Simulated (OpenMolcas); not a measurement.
Cu2+ among 8 point charges of -1.6 e arranged as a cube (Oh), 1.66 Å from the ion.

```
Program             : OpenMolcas
Method              : CASSCF
Basis               : ANO-RCC-VDZP [5s4p2d1f]
Scalar Hamiltonian  : DKH2, point nucleus
Active space        : 9 electrons in 5 orbitals (3d)
State averaging     : 2S+1 = 2 even, 5 roots
Spin-orbit coupling : state interaction with AMFI integrals over the reference wave functions
```

Problem. What is the spin-free ground state (labels of O, the rotations of Oh)?

Solution. 2T2, 3-fold in its orbital part, 100 % from free-ion D terms; it has the highest spin that d9 allows.

Problem. Where is the first state of the same spin?

Solution. 2E at 5920 cm-1 above the ground state.

Problem. What are the lowest two levels with spin-orbit coupling?

Solution. A 2-fold level Γ7 with g = 2.00, 2.00, 2.00, then a 4-fold level Γ8 1112 cm-1 above it. Their leading multiplicities are 2 (100 %) and 2 (100 %).

Problem. What is χT at 300 K, and how does it compare with the textbook value?

Solution. The lowest level has 2S+1 = 2, for which the spin-only value is χT = S(S+1) / 2 = 0.375 cm3 K/mol (g = 2). The computed 0.744 at 300 K differs by +0.369, through orbital momentum, spin-orbit coupling and any other state in reach. With a threefold ground state the orbital momentum is unquenched, so the spin-only value is not expected to hold.

Problem. Which ligand-field parameters describe the states?

Solution. The gap between the two states is 10Dq = -5915 cm-1 (negative for this site). 

An orbital triplet at a regular site is open to Jahn-Teller coupling, which can distort the site and quench the lowest spin-orbit gaps and is left out. Point charges carry no covalency, so the field is a model and not that of real ligands. No measured value stands beside these numbers.
